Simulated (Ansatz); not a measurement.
CH7GeNSi can be A, `[GeH3][CH]1N[SiH2]1`, or B, `[NH2][GeH]1[CH2][SiH2]1`.

Isolated molecules relaxed with PBE0-D4/def2-TZVP in Ansatz; ΔE leaves out vibrations. CCSD(T)/CBS is the MP2 limit (def2-TZVPP, def2-QZVPP) plus CCSD(T) − MP2 in def2-TZVPP, frozen cores. Functionals use def2-TZVPP. B3LYP here is the variant with VWN-RPA as its local correlation; programs differ in this. For Ge outer-core shells are correlated without core-valence functions, which leaves a few kJ/mol of doubt a bond. Scalar relativity is left out up to krypton. Each species was taken in one conformer, which may not be the lowest.

Question: Which is lower in electronic energy at CCSD(T)/CBS, and by how much? (An estimate is asked.)

Answer: Computed: B, by 14.6 kcal/mol.

Question: Give E(B) − E(A) in kcal/mol with B3LYP-D4, LDA (SPW92), PBE-D4, r2SCAN-D4, CCSD(T)/def2-SVP, PBE0-D4, MP2/def2-TZVPP. (Best estimate.)

Answer: Computed: B3LYP-D4 -13.2, LDA (SPW92) -14.4, PBE-D4 -14.9, r2SCAN-D4 -14.5, CCSD(T)/def2-SVP -11.6, PBE0-D4 -15.1, MP2/def2-TZVPP -13.8. None reverses the order clearly.

Question: Does the order hold for the free energy at 298.15 K (harmonic terms from PBE0-D4)? (Estimate.)

Answer: The calculation gave: Yes: G(B) − G(A) = -12.2 kcal/mol, for one conformer each.

Largest T1 diagnostic: 0.012.

In def2-TZVPP, CCSD(T) changes the Hartree–Fock value by −2.2 kcal/mol (the triples alone add −0.2 kcal/mol) and MP2 by −2.3 kcal/mol. At CCSD(T), def2-SVP lies +3.0 kcal/mol from the extrapolated value and def2-TZVPP +0.8 kcal/mol.
